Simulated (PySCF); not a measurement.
## Shapes and spin states of MnBr2

Method: PySCF, PBE0, basis Mn def2-SVP, Br def2-SVP (no relativity, density fitting).

Relaxations began from a few typed shapes and spin states; open shells are unrestricted. The search is not exhaustive: other isomers or separated fragments can lie lower, and high-lying points may rest on an excited occupation.

(1) Order these stationary points by electronic energy, lowest first, in kJ/mol from the lowest minimum.
A. broken-symmetry Ms = 1/2 (⟨S²⟩ 2.74) D∞h: Mn–Br 2.307 Å (×2); Br–Mn–Br 180.0°
B. broken-symmetry Ms = 1/2 (⟨S²⟩ 2.72) D∞h: Mn–Br 2.301 Å (×2); Br–Mn–Br 180.0°
C. broken-symmetry Ms = 3/2 (⟨S²⟩ 4.74) D∞h: Mn–Br 2.309 Å (×2); Br–Mn–Br 180.0°
D. sextet D∞h: Mn–Br 2.331 Å (×2); Br–Mn–Br 180.0°
E. broken-symmetry Ms = 3/2 (⟨S²⟩ 4.75) D∞h: Mn–Br 2.306 Å (×2); Br–Mn–Br 180.0°

(2) Which of them are minima?

Answers

(1) D (0.0), E (194.6), C (196.6), B (277.0), A (281.9).

(2) By energy in kJ/mol, 0.0: minimum; 194.6: minimum; 196.6: minimum; 277.0: minimum; 281.9: minimum.

Formally Mn is in oxidation state +2, d5, with 5 unpaired electrons (the high-spin count). The Mulliken spin on Mn is 5.02. The polar-tensor charge on Mn, 1.27, is below the formal one.

For the lowest minimum: other spin states or occupations of the open shell can lie lower.

The electron or spin density has lower symmetry than the nuclear frame for the broken-symmetry Ms = 3/2 (⟨S²⟩ 4.75) D∞h at 194.6 kJ/mol, broken-symmetry Ms = 3/2 (⟨S²⟩ 4.74) D∞h at 196.6 kJ/mol, broken-symmetry Ms = 1/2 (⟨S²⟩ 2.72) D∞h at 277.0 kJ/mol, broken-symmetry Ms = 1/2 (⟨S²⟩ 2.74) D∞h at 281.9 kJ/mol.
